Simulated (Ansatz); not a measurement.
Which isomer of BGeH3O2 gives these data?

These gas-phase data were calculated for one isomer of BGeH3O2 at PBE-D3(BJ)/def2-SVP (harmonic, unscaled wavenumbers; equilibrium rotational constants with average atomic masses):

```
rotational constants            : 42.86, 1.785, 1.714 GHz
all wavenumbers above 1500 cm⁻¹ : 3688, 2544, 1815
dipole moment                   : 1.65 D (PBE0/def2-TZVPD)
```

Candidates:

(1) `OB[O][GeH]`, a singlet
(2) `O=B[O][GeH3]`, a singlet

Q: Which structure fits?

A: Candidate (1). The band at 3688 cm⁻¹ lies where the O–H stretch is expected; (2) has no mode between 3300 and 4000 cm⁻¹.

The same quantities for all candidates:

```
     rotational constants (GHz)  wavenumbers above 1500 cm⁻¹  dipole (D)  E above the lowest, PBE-D3(BJ)/def2-SVP (kcal/mol)
(1)         42.86, 1.785, 1.714             3688, 2544, 1815        1.65                                                 5.4
(2)         30.39, 1.875, 1.808       2147, 2124, 2109, 2060        5.38                                                 0.0
```

Harmonic stretches to hydrogen usually lie a few per cent above observed fundamentals. Each candidate is one conformer. Programs: Ansatz 0.2.0.
